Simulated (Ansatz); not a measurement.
Basis-set extrapolation for C$_{2}$H$_{5}$FOSi, SMILES `C=C(F)O[SiH3]` (PBE0-D4/def2-TZVP geometry, frozen core, Ansatz 0.2.0). Multiplicity 1, RHF reference.

```json
{"": "HF", "def2-TZVPP": "-542.012231", "def2-QZVPP": "-542.032936"}
{"": "MP2 correlation", "def2-TZVPP": "-0.922087", "def2-QZVPP": "-0.995229"}
{"": "CCSD(T) correlation", "def2-TZVPP": "-0.992137", "def2-QZVPP": "not run"}
```

Energies in hartree. Use E(X) = E(∞) + A·exp(−7.88·√X) for Hartree–Fock and E(X) = E(∞) + B·X^(−2.97) for correlation, with X = 3 and 4, and add CCSD(T) minus MP2 of the smaller set to the MP2 limit.

Question: What is the CCSD(T) energy at the basis-set limit?

Answer: HF limit: -542.032936 + (-0.020705) × 0.13774 = -542.03579. MP2 limit: -0.995229 + (-0.073142) × 0.74074 = -1.04941. Higher-order term: -0.992137 − (-0.922087) = -0.07005. Total: -543.15525 hartree, 4.11 eV below CCSD(T)/def2-TZVPP.
